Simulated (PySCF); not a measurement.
2-methylidene-3H-selenophene (C5H6Se), SMILES C1[Se]C(=C)CC=1. Atoms are numbered in the order given.

```xyz
12

C      0.8428     2.2286     0.0000
C      0.0696     1.1252     0.0000
C     -1.4541     1.0952     0.0000
C     -1.9486    -0.3251     0.0000
C     -1.0162    -1.2976     0.0000
Se     0.7833    -0.6687     0.0000
H      1.9414     2.1808     0.0000
H      0.3803     3.2286     0.0000
H     -1.8422     1.6475    -0.8863
H     -1.8422     1.6475     0.8863
H     -3.0272    -0.5462     0.0000
H     -1.2045    -2.3803     0.0000
```

Coordinates come from a PBE-D3(BJ)/def2-SVP optimisation. One conformer was computed; it need not be the lowest.

Two levels are set side by side: PBE/pcSseg-1 (PySCF) and PBE0/pcSseg-1 (PySCF). GIAO shifts against Me2Se (⁷⁷Se), TMS (¹H), TMS (¹³C) at the same level; non-relativistic, no solvent, atoms listed together averaged. Differences are taken from unrounded values.

```tsv
quantity	PBE0
δ(¹³C) of C1 (ppm)	118.7
δ(¹³C) of C2 (ppm)	168.3
δ(¹³C) of C3 (ppm)	50.5
δ(¹³C) of C4 (ppm)	133.9
δ(¹³C) of C5 (ppm)	142.4
δ(⁷⁷Se) of Se6 (ppm)	511.5
δ(¹H) of H9, H10 (ppm)	4.17
δ(¹H) of H11 (ppm)	6.08
δ(¹H) of H12 (ppm)	6.72
```

Question: What does PBE give, and how far is it from PBE0? (Estimate from the structure and the level; the computed values follow.)

Answer: 
| quantity | PBE | PBE minus PBE0 |
|---|---|---|
| δ(¹³C) of C1 (ppm) | 114.6 | -4.1 |
| δ(¹³C) of C2 (ppm) | 168.2 | -0.1 |
| δ(¹³C) of C3 (ppm) | 53.5 | 3.0 |
| δ(¹³C) of C4 (ppm) | 131.0 | -3.0 |
| δ(¹³C) of C5 (ppm) | 140.9 | -1.5 |
| δ(⁷⁷Se) of Se6 (ppm) | 499.5 | -12.0 |
| δ(¹H) of H9, H10 (ppm) | 4.29 | 0.12 |
| δ(¹H) of H11 (ppm) | 5.99 | -0.10 |
| δ(¹H) of H12 (ppm) | 6.64 | -0.08 |

Rough cost on one machine, each run with all the roots and properties that it gave: PBE0 against PBE within a factor of 2.
